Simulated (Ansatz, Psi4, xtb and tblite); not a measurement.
Internal rotation in C2H11AlN2Si, SMILES [SiH2](N)[NH][Al]([CH3])[CH3]. Scanned: dihedral N3–Si1–N2–H9; all other coordinates were relaxed at GFN2-xTB.

Atom numbering (GFN2-xTB optimised geometry, Å):
```
17

Si     2.1568    -1.0843     0.0320
N      2.5633     0.5813    -0.1154
N      0.4193    -1.1134     0.0962
Al    -0.9927     0.0107    -0.0128
C     -0.7571     1.9870    -0.1353
C     -2.7827    -0.8740     0.0070
H      2.6859    -1.7446    -1.1685
H      2.6654    -1.7687     1.2395
H      1.9913     1.2358     0.3938
H      3.5328     0.8445    -0.0588
H      0.0984    -2.0729     0.1861
H     -1.6879     2.4876    -0.4201
H     -0.4338     2.4418     0.8067
H     -0.0046     2.2532    -0.8840
H     -2.9509    -1.4901    -0.8824
H     -3.6023    -0.1514     0.0501
H     -2.9013    -1.5423     0.8661
```

Levels: PBE/def2-TZVP // GFN2-xTB (Psi4); B3LYP/def2-TZVP // GFN2-xTB (Psi4); GFN2-xTB (xtb and tblite); CCSD(T)/cc-pVDZ = CCSD(T) on RHF/cc-pVDZ, frozen core // GFN2-xTB (Ansatz, a first-principles code).

Energies relative to the lowest point of each profile, in eV:

| φ / ° | PBE/def2-TZVP | B3LYP/def2-TZVP | GFN2-xTB |
|---|---|---|---|
| -150 | 0.109 | 0.103 | 0.010 |
| -120 | 0.077 | 0.073 | 0.038 |
| -90 | 0.018 | 0.016 | 0.039 |
| -60 | 0.000 | 0.000 | 0.034 |
| -30 | 0.039 | 0.036 | 0.042 |
| 0 | 0.095 | 0.081 | 0.023 |
| 30 | 0.090 | 0.080 | 0.000 |
| 60 | 0.019 | 0.015 | 0.013 |
| 90 | 0.015 | 0.013 | 0.039 |
| 120 | 0.073 | 0.069 | 0.038 |
| 150 | 0.110 | 0.104 | 0.010 |
| 180 | 0.045 | 0.036 | 0.001 |

### Question
Estimate the CCSD(T)/cc-pVDZ values at these points.

### Answer
-150: 0.142; -120: 0.104; -90: 0.026; -60: 0.000; -30: 0.055; 0: 0.144; 30: 0.121; 60: 0.017; 90: 0.023; 120: 0.100; 150: 0.143; 180: 0.060 (eV).
